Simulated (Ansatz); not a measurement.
Ansatz (a first-principles code) input:

Ansatz 0.2 input:
```yaml
crystal:
  periodic: [false, false, false]
  atoms:
    - {symbol: C, position_ang: [2.30113124, -0.67248191, -0.54409755]}
    - {symbol: C, position_ang: [1.24316614, 0.40795028, -0.88053814]}
    - {symbol: C, position_ang: [0.31318285, 0.77660995, 0.22907681]}
    - {symbol: C, position_ang: [-0.93249085, 0.19919952, 0.47988244]}
    - {symbol: C, position_ang: [-1.77589449, 0.44169484, 1.55905621]}
    - {symbol: C, position_ang: [-1.45830311, -0.80354771, -0.53992950]}
    - {symbol: H, position_ang: [2.90714781, -0.35299621, 0.30895553]}
    - {symbol: H, position_ang: [2.97822005, -0.87595553, -1.39092307]}
    - {symbol: H, position_ang: [1.81176607, -1.60810127, -0.26039411]}
    - {symbol: H, position_ang: [0.69079812, 0.05366889, -1.76147532]}
    - {symbol: H, position_ang: [1.80140125, 1.29323566, -1.23055398]}
    - {symbol: H, position_ang: [0.70133519, 1.48172856, 0.96250031]}
    - {symbol: H, position_ang: [-2.74622066, -0.03373820, 1.63072658]}
    - {symbol: H, position_ang: [-1.50393061, 1.14034871, 2.34416856]}
    - {symbol: H, position_ang: [-2.46174645, -1.13652897, -0.26830292]}
    - {symbol: H, position_ang: [-0.81616325, -1.68861569, -0.61067873]}
    - {symbol: H, position_ang: [-1.50735838, -0.36959567, -1.54472432]}
basis:
  gaussian:
    orbitals: STO-3G
total_charge: -1
magnetization: {spin_polarized: false}
correlation: {method: ccsd_t, electrons: outside_noble_gas}
```

### Question
Predict the final energy.

### Answer
-231.00016 Eh (CCSD(T)/STO-3G). The basis has 41 functions.

It need not be the lowest isomer of its formula. Whether it binds its extra electron was not tested at this geometry.
